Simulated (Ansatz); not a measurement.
Start from `N=[C](N)[GaH2]` and change one atom or group to get `CCC(=N)N`.

Ansatz, PBE0-D4/def2-TZVP geometries, multiplicity 1. Each molecule was computed in one conformer, which needn't be the lowest.

Scalar relativity is left out up to krypton.

| property | `N=[C](N)[GaH2]` |
| --- | --- |
| HOMO–LUMO gap (B3LYP/def2-TZVPP) / eV | 4.27 |
| HOMO energy (PBE/def2-TZVPP) / eV | -5.44 |
| HOMO energy (PBE0/def2-TZVPP) / eV | -6.77 |
| HOMO–LUMO gap (ωB97M-V/def2-TZVPP) / eV | 8.75 |
| LUMO energy (PBE/def2-TZVPP) / eV | -2.81 |
| size of the dipole moment (PBE/def2-TZVPP) / D | 2.17 |

Give the same properties after the change, and the shifts. (An estimate is asked.)

Ansatz gave: 
```tsv
property	`CCC(=N)N`	shift
HOMO–LUMO gap (B3LYP/def2-TZVPP) / eV	6.91	2.64
HOMO energy (PBE/def2-TZVPP) / eV	-5.57	-0.13
HOMO energy (PBE0/def2-TZVPP) / eV	-6.84	-0.07
HOMO–LUMO gap (ωB97M-V/def2-TZVPP) / eV	11.27	2.52
LUMO energy (PBE/def2-TZVPP) / eV	-0.30	2.51
size of the dipole moment (PBE/def2-TZVPP) / D	2.78	0.61
```

With PBE0 the HOMO falls by 0.07 eV and the LUMO rises by 2.63 eV, so the gap widens by about 2.70 eV. PBE moves the HOMO by -0.13 eV and ωB97M-V by -0.09 eV. Dipoles are sizes alone; their direction can turn.

B3LYP here is the variant with VWN-RPA as its local correlation; programs differ in this.
